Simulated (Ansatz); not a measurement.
A structure relaxed at PBE0-D4/def2-TZVP, charge 0, multiplicity 1:

```xyz
21

C    -2.5496    0.5309    1.3780
C    -1.4063    1.3644    0.8069
C    -0.6984    0.6601   -0.3027
C     0.5622    0.2259   -0.3439
C     1.5545    0.4015    0.7632
C     1.0743   -0.4951   -1.5600
C     1.4460   -1.9518   -1.3020
H    -3.2642    0.2578    0.5968
H    -3.0931    1.0791    2.1514
H    -2.1724   -0.3957    1.8173
H    -0.7152    1.6337    1.6084
H    -1.8144    2.3085    0.4252
H    -1.3159    0.4634   -1.1795
H     1.8670   -0.5654    1.1693
H     1.1695    0.9968    1.5895
H     2.4608    0.8895    0.3885
H     0.3166   -0.4486   -2.3470
H     1.9572    0.0324   -1.9440
H     2.2559   -2.0423   -0.5748
H     1.7781   -2.4368   -2.2229
H     0.5873   -2.5081   -0.9176
```

(1) Give its formula and SMILES.

(2) Point group (tolerance 0.08 Å, 0.16 Å for H)?

(3) Summarise the bond lengths by kind.

Answers

(1) C7H14, `CC/C=C(\C)CC`.

(2) C1.

(3) 6 × C–C 1.334 to 1.526 Å; 14 × C–H 1.089 to 1.098 Å.

Results of the Gaussian-basis code of Ansatz.
